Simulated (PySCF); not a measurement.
## Potential energy of MgBr along the bond

Set-up: Mg cc-pVTZ, Br cc-pVTZ-PP with ECP10; scalar-relativistic core potentials (PySCF 2.14). Energies in eV from Mg + Br in their ground configurations at the same level. All curves are PBE0. state 1: ²Σ⁺ (doublet), unpaired electrons σ ↑; state 2: quartet, unpaired electrons σ ↑, π ↑↑, a mixture of terms (⟨Lz²⟩ = 2.0), a second solution, started from another occupation.

```tsv
R (Å)	state 1	state 2
2.037	-2.092	4.4642
2.131	-2.528	3.7633
2.226	-2.766	3.2725
2.297	-2.849	3.0055
2.368	-2.873	2.8044
2.439	-2.850	2.6540
2.534	-2.769	2.5130
2.652	-2.611	2.4052
2.794	-2.376	2.3408
2.984	-2.032	2.3180
```

Problem. Put a parabola through the three lowest points of the state 1 curve and estimate Re, k and ωe (reduced mass 18.39 u; 1 eV/Å² = 0.16022 mdyn/Å; ωe = 1302.8·√(k/μ) cm⁻¹).

Solution. Through R = 2.297, 2.368, 2.439 Å the second-order coefficient is 4.66 eV/Å², so Re ≈ 2.369 Å, k ≈ 1.49 mdyn/Å and ωe ≈ 371 cm⁻¹. A polynomial fit of higher order to the unrounded PBE0 energies gives Re = 2.365 Å, k = 1.46 mdyn/Å, ωe = 366 cm⁻¹; anharmonicity and rounding make the difference.

The higher-order fit for each curve: state 1: Re = 2.365 Å, ωe = 366 cm⁻¹, De = 2.87 eV; state 2: Re = 2.985 Å, ωe = 118 cm⁻¹, minimum 2.32 eV above the ground-state fragments.

Spin–orbit coupling is left out. Counting both spins, an empty level lies below a filled one in some of these solutions, because spin and occupation are held. The state was picked by a PBE0 search and need not be the measured ground state.
